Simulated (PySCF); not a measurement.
Compound: 1,2,3,4-tetrahydroquinoline, C9H11N.
Structure used (PBE0-D3(BJ)/def2-SVP), in Å, numbered top down from 1:
```xyz
21
C9H11N angstrom
C      2.629   -0.773   -0.554
C      2.667    0.619   -0.467
C      1.496    1.340   -0.274
C      0.254    0.689   -0.170
C      0.208   -0.720   -0.264
C      1.400   -1.420   -0.448
C     -1.118   -1.434   -0.179
C     -2.176   -0.584    0.514
C     -2.196    0.814   -0.082
N     -0.896    1.416    0.060
H      3.546   -1.347   -0.701
H      3.618    1.150   -0.547
H      1.530    2.431   -0.197
H      1.356   -2.512   -0.511
H     -1.465   -1.687   -1.198
H     -0.992   -2.395    0.344
H     -3.171   -1.047    0.423
H     -1.947   -0.505    1.590
H     -2.517    0.752   -1.144
H     -2.936    1.442    0.438
H     -0.831    2.409   -0.114
```

Computed with PySCF at PBE0/pcSseg-1, non-relativistic, on one gas-phase PBE0-D3(BJ)/def2-SVP geometry that isn't relaxed in the solvent. The solvent is an IEF-PCM continuum (van der Waals radii × 1.2). Specific hydrogen bonds and non-electrostatic terms are outside this model.

Gas phase at PBE0/pcSseg-1: HOMO -5.49 eV, LUMO 0.05 eV, dipole 2.03 D.

Question: What does the continuum do to the energy, the frontier levels and the dipole at PBE0/pcSseg-1 in cyclohexane, benzene and chloroform?

Answer: 
```
    solvent      ε  E(solvent) − E(gas) (kcal/mol)  polarisation term (kcal/mol)  distortion of the solute (kcal/mol)  HOMO (eV)  LUMO (eV)  dipole (D)
cyclohexane  2.017                           -2.02                         -2.13                                 0.11      -5.50       0.01        2.35
    benzene  2.271                           -2.32                         -2.47                                 0.15      -5.50       0.00        2.39
 chloroform  4.711                           -3.83                         -4.25                                 0.42      -5.53      -0.06        2.61
```

The first energy column is the sum of the next two and covers electrostatics alone. From cyclohexane to chloroform the lowering changes by a factor 1.90, Onsager's factor (ε − 1)/(2ε + 1) by 1.76 and ε itself by 2.3.

Question: Which radius a makes the point-dipole formula ΔE = −[(ε − 1)/(2ε + 1)]·μ²/a³ give the value in chloroform, with the gas-phase dipole?

Answer: μ = 0.800 au and |ΔE| = 0.00611 Eh give a = 1.77 Å; the farthest nucleus lies 3.91 Å from the centroid of the nuclei, so such a sphere wouldn't even hold the nuclei. The formula assumes a rigid point dipole at the centre of a sphere.

Question: Give the dipole vector in the frame of the coordinates (D, pointing from negative to positive charge), gas and chloroform.

Answer: Gas (-1.89, 0.74, -0.19), solvent (-2.43, 0.94, -0.23). Its length changes by +28 % and its direction by less than 1°.

Question: Which IAO charges (PBE0/pcSseg-1) respond most in benzene (means over atoms taken as equivalent)?

Answer: 
```
  atoms                       environment  gas (e)  solvent (e)  change
     C1                aromatic CH carbon   -0.188       -0.197  -0.009
    H21                      N–H hydrogen   +0.261       +0.269  +0.008
     C2                aromatic CH carbon   -0.145       -0.151  -0.006
     C3                aromatic CH carbon   -0.203       -0.209  -0.006
     C6                aromatic CH carbon   -0.147       -0.153  -0.006
    H13                 aromatic hydrogen   +0.137       +0.142  +0.005
    H14                 aromatic hydrogen   +0.141       +0.144  +0.003
    H12                 aromatic hydrogen   +0.147       +0.151  +0.004
H19/H20                methylene hydrogen   +0.127       +0.130  +0.003
    H11                 aromatic hydrogen   +0.145       +0.147  +0.002
     C4  aromatic carbon bearing nitrogen   +0.105       +0.102  -0.003
H15/H16                methylene hydrogen   +0.139       +0.141  +0.002
```

Question: Which Mayer bond orders change most in benzene?

Answer: 
```json
{"bond": "N10–C4", "length (Å)": "1.380", "gas": "1.046", "solvent": "1.062", "change": "+0.016"}
{"bond": "C4–C5", "length (Å)": "1.413", "gas": "1.244", "solvent": "1.238", "change": "-0.006"}
{"bond": "N10–H21", "length (Å)": "1.010", "gas": "0.927", "solvent": "0.922", "change": "-0.005"}
{"bond": "C9–N10", "length (Å)": "1.440", "gas": "0.979", "solvent": "0.975", "change": "-0.004"}
{"bond": "C1–C2", "length (Å)": "1.395", "gas": "1.410", "solvent": "1.407", "change": "-0.003"}
{"bond": "C6–C1", "length (Å)": "1.393", "gas": "1.438", "solvent": "1.435", "change": "-0.003"}
{"bond": "C2–C3", "length (Å)": "1.389", "gas": "1.485", "solvent": "1.483", "change": "-0.002"}
{"bond": "C2–H12", "length (Å)": "1.093", "gas": "0.960", "solvent": "0.961", "change": "+0.001"}
```

Question: How do the nuclear quadrupole coupling constants eQVzz/h respond in benzene?

Answer: 
```csv
nucleus,Q (barn),gas (MHz),solvent (MHz),η gas,η solvent
14N at N10,0.02044,-5.82,-5.70,0.05,0.07
```
